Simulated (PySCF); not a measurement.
Molecular orbitals of ZnF

B97-3 at R = 1.789 Å; basis Zn x2c-SVPall, F x2c-SVPall; spin-free X2C with a Gaussian nucleus; PySCF 2.14. State: ²Σ⁺ (doublet), unpaired electrons σ ↑. Only the outer orbitals are listed, counted within each symmetry.

```
spin  orbital  occ.  ε (eV)  on Zn (%)           main shells (%)
   α       9σ     1  -10.81         30  69 F p, 18 Zn s, 10 Zn d
   α       4π     1   -9.57          7                    93 F p
   α       4π     1   -9.57          7                    93 F p
   α      10σ     1   -6.58         89  73 Zn s, 16 Zn p, 11 F p
   α       5π     0    1.06         98                   95 Zn p
   α       5π     0    1.06         98                   95 Zn p
   α      11σ     0    2.96        101          78 Zn s, 18 Zn p
   β       9σ     1  -10.08         29           69 F p, 21 Zn s
   β       4π     1   -9.43          7                    92 F p
   β       4π     1   -9.43          7                    92 F p
   β      10σ     0   -4.00         89  72 Zn s, 15 Zn p, 11 F p
   β       5π     0    1.33         98                   94 Zn p
   β       5π     0    1.33         98                   94 Zn p
```

Question: Which are the highest filled and the lowest empty level, where do they sit, and how wide is the gap?

Answer: Highest filled α 10σ at -6.58 eV (in %: 73 Zn s, 16 Zn p, 11 F p); lowest empty β 10σ at -4.00 eV (in %: 72 Zn s, 15 Zn p, 11 F p); the gap at B97-3 is 2.58 eV.

```
bond order (Mayer)                              : 0.97
⟨S²⟩                                            : 0.752
charge on Zn (Mulliken, basis-dependent)        : 0.43
charge on Zn (Löwdin, basis-dependent)          : 0.25
dipole moment (positive dipole means Zn(−)F(+)) : -3.09 D
```

Shares are Mulliken populations and can fall outside 0 to 100 %.

The state is the lowest determinant that a PBE0 search found; another state may lie lower at other levels.
